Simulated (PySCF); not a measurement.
Molecule: C$_{3}$H$_{9}$Ge, net charge 0, doublet state. It need not be the lowest isomer of its formula. SMILES: [CH2][GeH]([CH3])[CH3]
Geometry from a B3LYP-D3(BJ)/def2-TZVP (Ansatz) optimisation:
```
Ge
H 1 1.5471
C 1 1.9341 2 108.65
H 3 1.0836 1 122.68 2 -31.66
H 3 1.0843 4 115.30 1 178.19
C 1 1.9674 2 110.23 3 120.08
H 6 1.0896 1 110.71 2 -58.74
H 6 1.0902 7 108.68 1 -121.43
H 6 1.0907 7 108.60 8 -117.83
C 1 1.9740 2 108.57 3 -120.22
H 10 1.0895 1 110.57 2 60.03
H 10 1.0902 11 108.66 1 -120.80
H 10 1.0906 11 108.79 12 -118.32
```
Charge 0, spin multiplicity 2.

Dispersion corrections to the total energy (kcal/mol) from the dftd3 and dftd4 libraries through PySCF: D3(BJ) without and D4 with the three-body term, each with the damping fitted for the functional named.

```json
[
 {"functional": "BHLYP", "D3(BJ)": "-8.16", "D4": "-6.75"},
 {"functional": "revPBE", "D3(BJ)": "[?]", "D4": "-16.16"},
 {"functional": "HF", "D3(BJ)": "-43.79", "D4": "-18.63"},
 {"functional": "PBE0", "D3(BJ)": "-5.07", "D4": "-4.66"},
 {"functional": "CAM-B3LYP", "D3(BJ)": "-4.73", "D4": "-4.73"},
 {"functional": "BLYP", "D3(BJ)": "-12.25", "D4": "[?]"},
 {"functional": "BP86", "D3(BJ)": "[?]", "D4": "-7.39"}
]
```

Complete the blanks.


- revPBE, D3(BJ): -13.92
- BLYP, D4: -11.85
- BP86, D3(BJ): -9.44
